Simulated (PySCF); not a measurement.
**SMILES C=Cc1ccc(Cl)c(=O)cc1, C9H7ClO**

Geometry (Å), atoms numbered from 1 in this order:
```xyz
18

C     2.0999   -1.6283    0.3009
C     1.3320   -0.6426   -0.1792
C    -0.1288   -0.5247   -0.0445
C    -0.8979   -1.6441    0.1721
C    -2.2983   -1.7633    0.3628
C    -3.2923   -0.8238    0.3919
Cl   -4.8973   -1.3858    0.6614
C    -3.2179    0.6474    0.2209
O    -4.2197    1.3364    0.3001
C    -1.9265    1.2792   -0.0618
C    -0.6580    0.8051   -0.1719
H     1.6885   -2.4593    0.8812
H     3.1802   -1.6249    0.1404
H     1.8194    0.1863   -0.7051
H    -0.3656   -2.5987    0.1890
H    -2.6497   -2.7879    0.5125
H    -2.0618    2.3567   -0.1968
H     0.0978    1.5682   -0.3860
```

Method used: quadratic response CAM-B3LYP/aug-cc-pVDZ first hyperpolarisability, Taylor convention, gas phase in PySCF. Geometry: PBE0-D3(BJ)/def2-SVP.

(1) Give the tensor of the second harmonic β(−2ω;ω,ω) at 1907 nm in the axes of these coordinates.

Results:

(1) In au, Taylor convention; rows are the first index (the induced dipole):
|  | xx | yy | zz | xy | xz | yz |
| --- | --- | --- | --- | --- | --- | --- |
| x | -398.4 | -5.4 | -73.9 | -65.0 | +49.4 | -11.4 |
| y | -81.6 | -98.5 | +5.7 | -15.7 | -7.8 | +24.9 |
| z | +50.6 | +23.3 | +14.5 | -9.6 | -71.3 | +5.6 |

Norm of βᵢ = ⅓ Σⱼ (βᵢⱼⱼ + βⱼᵢⱼ + βⱼⱼᵢ): 517.4 au, hyper-Rayleigh value 200.8 au.
